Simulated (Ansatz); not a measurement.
Cartesian coordinates (Å):
```xyz
7

N      0.8558     0.2166    -0.2433
C     -0.5045    -0.0073    -0.0168
F     -1.1347     1.1529     0.2270
F     -0.7838    -0.8181     1.0476
F     -1.0658    -0.5942    -1.0859
H      1.2903     0.6916     0.5366
H      1.3429    -0.6414    -0.4651
```
Charge 0, multiplicity 1.

Calculation: frozen-core CCSD(T)/def2-TZVPP // B3LYP-D3(BJ)/def2-TZVP (Ansatz, a program for electronic structure).

- HF energy: -391.99277 Ha
- MP2 correlation energy: -1.11468 Ha

Q: Estimate the CCSD correlation energy, the (T) correction, the total energy and the T1 diagnostic.

A: 
```
Quantity                        Result
-----------------------  -------------
CCSD correlation energy    -1.12435 Ha
(T) correction             -0.03674 Ha
CCSD(T) total energy     -393.15386 Ha
T1 diagnostic                    0.011
```
